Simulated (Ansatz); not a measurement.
HfI2, SMILES [I][Hf][I], multiplicity 1. Atoms are numbered in the order given.

```xyz
3

Hf     0.0000     0.0000     0.1605
I      0.0000     2.7058     0.1636
I      0.0000    -2.7058     0.1598
```

Geometry: B3LYP-D3(BJ)/def2-SVP. The spin state was assumed, not searched. The def2 effective core potentials stand for the cores of Hf, I; spin–orbit coupling is left out.

Two levels are set side by side: PBE-D3(BJ)/def2-SVP (Ansatz, a first-principles code) and B3LYP-D3(BJ)/def2-SVP (Ansatz). Each level has its own optimised geometry; the coordinates shown are those of the second. Differences are taken from unrounded values.

```csv
quantity,B3LYP-D3(BJ),PBE-D3(BJ),PBE-D3(BJ) minus B3LYP-D3(BJ)
mean bond length (Å),2.706,2.696,-0.010
bond Hf1–I2 (Å),2.706,2.696,-0.010
bond Hf1–I3 (Å),2.706,2.696,-0.010
```

On these quantities the two levels nearly agree.
